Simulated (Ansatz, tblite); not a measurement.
Removing and adding an electron: Nb₅O₁₈H₁₁, a hydroxylated oxide cluster. Charge 0, multiplicity 1. Geometry: PBE-D4/def2-SVP. Ansatz, gas phase; energy differences of separate SCF runs; the oxidised species was run as a doublet alone; the reduced species was run as a doublet alone.

Cartesian coordinates in Å:
```
Nb -1.4043 -1.0456 0.1874
Nb 2.3937 -1.0569 -1.3201
Nb -3.3012 0.7084 1.8111
Nb -0.6165 1.9504 -0.3455
Nb 1.6144 -1.8019 1.6554
O 0.6857 2.5679 0.8935
O -1.6638 0.5041 -1.0413
O -2.0074 3.2047 -0.2390
O 0.5320 0.0562 -0.0283
O 0.3692 2.3936 -1.9704
O 1.5018 -2.7022 -0.2920
O 3.8167 -1.8930 -2.2227
O 0.8155 -1.5680 -2.5055
O 2.4718 0.6748 -2.0145
O 1.4866 0.0184 2.4710
O -1.1863 -2.2776 -1.1918
O -4.2831 2.1686 0.9580
O -3.6437 0.5676 3.4930
O 3.0232 -0.9950 0.4510
O 2.1794 -2.9513 2.7990
O -3.1683 -1.0336 0.9136
O -1.4663 0.9411 1.4978
O -0.3548 -1.9000 1.5379
H 1.1683 2.1165 1.6193
H -4.9794 2.7226 1.3576
H -2.9597 3.0649 0.0101
H 0.9143 0.3007 0.8720
H -0.0530 2.4105 -2.8497
H 0.6529 -3.0901 -0.6015
H 4.4533 -2.5556 -1.8981
H 0.7171 -1.0502 -3.3264
H 1.8209 1.4368 -2.0261
H 0.9268 0.1566 3.2595
H -0.4559 -2.0431 -1.9142
```

In the def2 sets Nb takes a core potential; there is no spin–orbit coupling. The xTB rows come from tblite. Single mean-field runs in def2-TZVP are fitted with def2-universal-jkfit. HOMO above LUMO, or a gap near zero within one spin, warns that the state may not be the lowest or that an electron is smeared out.

| level | −HOMO (eV) | vertical IE (eV) | −LUMO (eV) | vertical EA (eV) | HOMO–LUMO gap (eV) | IE − EA (eV) |
| --- | --- | --- | --- | --- | --- | --- |
| GFN1-xTB | 10.60 | 12.55 | 8.02 | 6.20 | 2.58 | 6.35 |
| GFN2-xTB | 13.13 | 15.10 | 10.36 | 8.48 | 2.77 | 6.62 |
| BHLYP-D4/def2-TZVP | 10.40 | 10.59 | 1.96 | 1.53 | 8.45 | 9.07 |

Question: Estimate the rows for PBE-D4/def2-TZVP, PBE0-D4/def2-TZVP.

Answer: 
```tsv
level	−HOMO (eV)	vertical IE (eV)	−LUMO (eV)	vertical EA (eV)	HOMO–LUMO gap (eV)	IE − EA (eV)	remarks
PBE-D4/def2-TZVP	7.25	–	3.57	1.69	3.69	–	HOMO above zero (-1 doublet), gap within one spin near zero (-1 doublet)
PBE0-D4/def2-TZVP	8.86	10.16	2.84	1.64	6.02	8.52	–
```

Run but left out: PBE-D4/def2-TZVP (charge +1 doublet: an occupied level 0.04 eV above an empty one).   A HOMO above zero means that the electron is unbound at that level or that self-interaction error raises the level; the energy of removing that electron tells which. Raw xTB energy differences between charge states are shifted by several eV; the methods need an empirical correction for them. Sets without diffuse functions give affinities that are too small.
